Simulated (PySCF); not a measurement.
Atom-mapped SMILES (the numbers label the heavy atoms): `[CH3:1][O:2]/[C:3]([CH3:4])=[CH:5]/[CH2:6][O:7][C:8]([F:9])([F:10])[F:11]`; H(Xn) means a hydrogen on atom n.

Single conformer, non-relativistic, isolated molecule, fast rotation and ring inversion assumed for equivalent nuclei. PBE0/pcSseg-1 with gauge-including orbitals; structure optimised with PBE0-D3(BJ)/def2-SVP; J couplings at B3LYP/pcJ-1 (spin–dipole term only in couplings to heteroatoms); PySCF.

Predict the 2D correlation tables (HSQC, COSY, HMBC).

## Answers



HSQC (one-bond C–H):
```csv
δH,δC,"1J(C,H) (Hz)"
4.47 (H(C5)),93.0 (C5),168
4.34 (H(C6)),63.4 (C6),154
3.49 (H(C1)),54.5 (C1),149
2.12 (H(C4)),19.0 (C4),136
```

COSY cross peaks (|J| ≥ 2 Hz):
```csv
δH,δH,abs. J (Hz),bonds
4.47 (H(C5)),4.34 (H(C6)),9.6,3
```

HMBC (two and three bonds, |J| ≥ 2.5 Hz):
```csv
δH,δC [abs. J in Hz]
4.47 (H(C5)),"63.4 (C6) [5.0], 19.0 (C4) [6.1]"
4.34 (H(C6)),"172.0 (C3) [7.1], 128.6 (C8) [6.5], 93.0 (C5) [3.2]"
3.49 (H(C1)),172.0 (C3) [4.4]
2.12 (H(C4)),"172.0 (C3) [5.8], 93.0 (C5) [3.7]"
```

Scale: 1H (σref 31.27), 13C (σref 184.41) against TMS (reference shieldings calculated alike).

Short H···H contacts in this conformer between protons four or more bonds apart (candidates for NOE cross peaks, intensity ∝ r⁻⁶): H(C1)···H(C5) 2.27 Å, H(C4)···H(C6) 2.44 Å.

Common functionals overestimate the size of one-bond C–F couplings by tens of Hz; these are unscaled. Unscaled 3J(H,H) at this level run about 10 % above measured values. Shifts are as computed. Against solution values, carbons near 30 ppm lie about +2 ppm off and those near 130 ppm about +5 ppm (rms about the fit 1.9 ppm; single classes can miss by 10 ppm). Of 1328 compounds with measured shifts, 309 miss one by over three times the rms of a fit or turn the order of signals round; such compounds aren't used in these exercises. Signals without a measured value on file couldn't be tested in this way; 1H shifts scatter by 0.2 ppm about their fit, and single ones miss by 0.5 ppm. Couplings across =CH–CH2 type bonds come from one rotamer and its mirror image, and can be 1–2 Hz further off.
